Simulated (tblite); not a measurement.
Run record: tight-binding relaxation, `N#Cc1[c]c([SiH2]N)on1` [radical].

Computed with GFN2-xTB geometry optimisation, gas phase (tblite 0.8.0). Start geometry: from a force field or distance geometry. The command runs a driver script over a list of jobs; the input below is this job's line of settings and its coordinates in Å.

Command:
```bash
OMP_NUM_THREADS=1 python probes_run.py task.json out
```

Input:
```
{"job": {"kind": "relax", "xc": "GFN2-xTB", "basis": "xTB"}, "charge": 0, "multiplicity": 2}
N      4.145000     1.901700    -0.267500
C      3.247600     1.157800    -0.268200
C      2.162000     0.223600    -0.266100
C      0.796000     0.551500    -0.294500
C      0.059500    -0.647800    -0.284700
Si    -1.778100    -0.795200    -0.315900
N     -2.430500     0.870500    -0.313100
O      0.972300    -1.603000    -0.275300
N      2.178400    -1.123400    -0.265300
H     -2.260700    -1.594100    -1.440800
H     -2.276000    -1.436100     0.918700
H     -3.189100     0.973800     0.387900
H     -1.630800     1.521200    -0.193900
```

Output:
```
step      E/eV     max force
  0    -679.30874    2.715
  1    -679.45437    6.738
  2    -679.52859    3.341
  3    -679.64814    1.086
  4    -679.67528    0.630
  5    -679.70157    0.746
  6    -679.71800    0.407
  7    -679.72737    0.288
  8    -679.73765    0.394
  9    -679.74724    0.356
... (61 lines left out)
 71    -679.82453    0.018
 72    -679.82456    0.012
 73    -679.82459    0.013
 74    -679.82461    0.011
 75    -679.82463    0.013
 76    -679.82465    0.013
 77    -679.82470    0.020
 78    -679.82475    0.024
 79    -679.82480    0.019
 80    -679.82482    0.010
```

«max force» is the largest atomic force in eV/Å.

From which step on does the largest force stay under 0.1 eV/Å, and how much energy is left to gain from there?

From step 45 (0.070 eV/Å), 3.8 meV above the end.

In short: energy lowered by 11.9 kcal/mol over 80 steps; largest atomic force 0.010 eV/Å at the end.

Where do the atoms end?

0.230 Å rms from the input after alignment:
```
atom  x, y, z in Å
N1     4.2754    1.6912   -0.2971
C2     3.3530    1.0137   -0.2872
C3     2.1832    0.2318   -0.2757
C4     0.8452    0.6630   -0.2412
C5     0.0738   -0.4659   -0.2436
Si6   -1.7835   -0.7811   -0.2149
N7    -2.4176    0.7894    0.0475
O8     0.9064   -1.5161   -0.2822
N9     2.1929   -1.0851   -0.3002
H10   -2.1091   -1.4561   -1.4787
H11   -2.1273   -1.6046    0.9402
H12   -3.4109    0.9251    0.1302
H13   -1.9860    1.5951   -0.3761
```

Time: 0.43 s of wall time. Hardware: one thread, Arm Neoverse V2 (aarch64), no GPU, shared host with 96 logical CPUs at a one-minute load of 45.
Labels such as C1 count atoms from 1, the log's own numbers from 0.
